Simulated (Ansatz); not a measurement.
A nudged elastic band was laid between two geometries of CH₆ClGeN (10 atoms, charge 0, multiplicity 1).

These are results of RKS PBE-D4/def2-SVP in Ansatz, not measurements.

| Item | Value |
| --- | --- |
| movable images | 5 |
| climbing image | yes |
| spring | 5.0 eV/Å² |
| optimiser | quadratic models (default) |
| start path | through a guess of the saddle point |
| force threshold | 0.03 eV/Å |
| iteration limit | 60 |
| end points | relaxed |

Image 0:

```xyz
10
Properties=species:S:1:pos:R:3
Ge 0.212 1.427 -0.016
Cl 1.282 1.550 1.912
N 0.186 -0.271 -0.702
C -0.469 -1.355 0.020
H 1.086 -0.556 -1.104
H -1.247 1.841 0.279
H 0.971 2.327 -1.016
H -0.628 -2.226 -0.652
H -1.474 -1.024 0.359
H 0.081 -1.714 0.922
```

Image 6:

```xyz
10
Properties=species:S:1:pos:R:3
Ge -0.458 1.527 -0.157
Cl 3.015 0.379 0.282
N 0.148 -0.080 0.020
C -0.605 -1.311 0.031
H 1.655 0.003 0.165
H -1.967 1.853 -0.326
H 0.570 2.662 -0.130
H -0.411 -1.856 0.983
H -0.239 -1.977 -0.784
H -1.708 -1.200 -0.085
```

(1) What changes between the two ends?

(2) What energy profile does the band end with?

(3) What is the geometry of the highest image?

Results:

(1) Bonds broken: Ge1–Cl2, N3–H5. Bonds formed: Cl2–H5. CH6ClGeN becomes CH5GeN + ClH.

(2) It converged. The highest image is number 5 of 0 to 6, 2.49 eV above the first end and 0.04 eV above the last; the last end lies 2.45 eV above the first. The profile has 2 maxima (images 1, 5) with wells between them (image 2): this band takes more than one step, which may be the mechanism or a detour left from its start path. Neighbouring images differ by up to 1.3 eV, so the band resolves the path poorly. A vibrational analysis at the climbing image gives one clearly imaginary mode, 265i cm⁻¹: a first-order saddle point. The orbitals stay closed-shell, which can raise the energy where a bond breaks towards radicals; this wasn't checked here.

```tsv
image	path coordinate (Å)	energy (eV)	Ge1–Cl2 (Å)	N3–H5 (Å)	Cl2–H5 (Å)
0	0.00	0.00	2.21	1.03	3.68
1	1.38	0.07	2.21	1.02	3.71
2	2.76	0.02	2.21	1.02	3.78
3	4.13	0.06	2.21	1.03	3.35
4	5.51	1.15	2.40	1.03	2.24
5	6.89	2.49	3.31	1.26	1.59
6	7.57	2.45	3.68	1.52	1.42
```

(3) 
```xyz
10
Properties=species:S:1:pos:R:3
Ge -0.349 1.518 -0.038
Cl 2.825 0.665 0.349
N 0.188 -0.132 -0.140
C -0.581 -1.351 -0.047
H 1.437 -0.032 0.004
H -1.863 1.797 0.156
H 0.661 2.649 -0.215
H -0.227 -1.952 0.820
H -0.416 -1.972 -0.954
H -1.675 -1.189 0.065
```

Run time: 4.9 min on 2 threads of Intel(R) Xeon(R) Platinum 8488C (Sapphire Rapids), on a shared host, peak memory 0.17 GiB.
